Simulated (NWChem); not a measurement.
System: AgH₃SO; SMILES [OH2]->[Ag][SH]

```xyz
6

Ag    -0.0180    -0.2188     0.0011
S      0.0751     2.0836    -0.0018
H     -1.2827     2.2266     0.0122
O     -0.0047    -2.4593    -0.0006
H      0.5074    -2.8041     0.7563
H      0.4584    -2.8023    -0.7893
```
Atoms are numbered in this order, from 1.

All runs: NWChem. Structure relaxed at the PBE-D3(BJ)/def2-SVP level. def2 effective core potentials on Ag; no spin-orbit coupling. Level B3LYP/def2-SVP: energy and gradient on several grids; changes count from the extra-fine grid, which is no exact limit either.

```csv
grid,size of the energy change (μHa),largest change of a gradient component (μHa/bohr),"time, medium = 1 (rough)"
xcoarse,2000,7000,about 1
coarse,30,400,about 1
medium,< 10,80,about 1
fine,< 10,< 30,about 1
xfine,< 10,< 30,2
```
